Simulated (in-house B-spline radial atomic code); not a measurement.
A calculation on Ne: its settings, and results tabulated from the run. Level of theory: non-relativistic B3LYP, spin-polarised, spherical fractional occupations, exact exchange averaged over the configuration, point nucleus; calculated with a B-spline radial code for spherical atoms.

Command:
```bash
python run_scf.py task.json out
```
Settings:
```
Z                10
configuration    [He] 2s2 2p6
hamiltonian      nr
method           b3lyp
spin_polarised   True
exact_exchange   averaged over the configuration
```

Output (hartree, bohr):
```
 radial grid: 53 intervals, B-splines of order 8, outer radius 50 bohr

 iter        energy (Eh)    residual
    1        -128.714929    1.64e-01
    2        -128.783372    7.43e-02
    3        -128.980630    3.59e-03
    4        -128.980956    1.86e-03
    5        -128.980969    3.40e-04
    6        -128.980970    3.05e-04
    7        -128.980973    7.77e-06
    8        -128.980973    5.52e-08

 total energy                      -128.98097
 kinetic                             128.6217
 electron-nucleus                   -311.0499
 Hartree                              65.9490
 exact exchange                       -2.4119
 exchange-correlation                -10.0899

 orbital      occ     eigenvalue          <r>       <r^2>       <1/r>       <r^4>     <1/r^3>       r_max
 1s up      1.000       -30.9699     0.158147   0.0337253      9.6035  0.00296479           -      0.1029
 1s down    1.000       -30.9699     0.158147   0.0337253      9.6035  0.00296479           -      0.1029
 2s up      1.000        -1.4597     0.897957    0.984636     1.63367     1.97551           -      0.6819
 2s down    1.000        -1.4597     0.897957    0.984636     1.63367     1.97551           -      0.6819
 2p up      3.000        -0.5751     0.977456     1.28249     1.43844      4.5743     11.2402      0.6222
 2p down    3.000        -0.5751     0.977456     1.28249     1.43844      4.5743     11.2402      0.6222

 Slater integrals (Eh)
   F0(2s up,2s up)               1.016573
   F0(2s up,2s down)             1.016573
   F0(2s up,2p up)               0.985656
   G1(2s up,2p up)               0.590781
   F0(2s up,2p down)             0.985656
   F0(2s down,2s down)           1.016573
   F0(2s down,2p up)             0.985656
   F0(2s down,2p down)           0.985656
   G1(2s down,2p down)           0.590781
   F0(2p up,2p up)               0.962590
   F2(2p up,2p up)               0.421403
   F0(2p up,2p down)             0.962590
   F2(2p up,2p down)             0.421403
   F0(2p down,2p down)           0.962590
   F2(2p down,2p down)           0.421403
```

Run time, properties included: 0.22 s on 1 thread of AMD EPYC 7R13 Processor, with other jobs on the host.
